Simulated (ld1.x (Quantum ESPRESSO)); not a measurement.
Results of a calculation; reference values are marked as such.
**Pseudopotentials across the periodic table**

Generated with ld1.x 7.5 (TM, RRKJ, ultrasoft, PAW), atompaw 4.2 or ONCVPSP 4.0.1. The cutoff is in Ry: for ld1.x and atompaw files where the sum of valence levels is converged to 10 mRy in a Bessel basis, for ONCV files where the hardest occupied wave has 1 mHa per electron of residual kinetic energy. The error is the largest all-electron minus pseudo excitation energy over each file’s own four to seven test configurations (ionisations up to +4, promotions, holes and added fractions of an electron), all of which were solved. The labels leave out finer settings (local radius, basis sizes, second energies), which also bear on the numbers. Spin-polarised tests are not counted. The rows are a selection from randomly drawn settings: files with unsolved tests, undetermined cutoffs or missed reference levels are left out.

A true bound ghost makes a file unfit for plane-wave use even where its test errors are small: the radial tests pick states by their node count and pass the ghost by.

| element | potential | cutoff (Ry) | largest error (meV) | bound ghosts |
| --- | --- | --- | --- | --- |
| He | TM, PBE, scalar-relativistic, rc 0.75/0.70 (sp), local p, core correction no, reference 1s2 | 100 | +17 | none |
| F | RRKJ, PBE, scalar-relativistic, rc 0.75/1.70/1.40 (spd), local p, core correction yes, reference 2s2 2p5 | 180 | +1241 | none |
| Si | TM semilocal, LDA (PZ), scalar-relativistic, rc 1.40/1.30/1.10 (spd), local s, core correction no, reference 3s2 3p1 | 60 | +175 | none |
| Co | PAW, LDA (PZ), scalar-relativistic, rc 1.25/1.30/1.00 (spd), local smoothed, core correction yes, reference 3s2 3p6 3d7.5 4s1.5 4p0 | 140 | -15 | none |
| Sn | TM, PBEsol, scalar-relativistic, rc 1.80/2.05/1.00 (spd), local smoothed, core correction yes, reference 4d10 5s2 5p0 | 110 | -408 | s |

**Question.** Fill in the row for N: RRKJ, LDA (PZ), scalar-relativistic, rc 0.80/1.15 (sp), local s, core correction yes, reference 2s2 2p3.

**Answer.** cutoff 80 Ry, largest error +771 meV, bound ghosts: none.

**Question.** Fill in the row for Ge: RRKJ, PBEsol, scalar-relativistic, rc 1.60/1.95/2.00 (spd), local s, core correction no, reference 4s2 4p1.

**Answer.** cutoff 30 Ry, largest error +56 meV, bound ghosts: d.
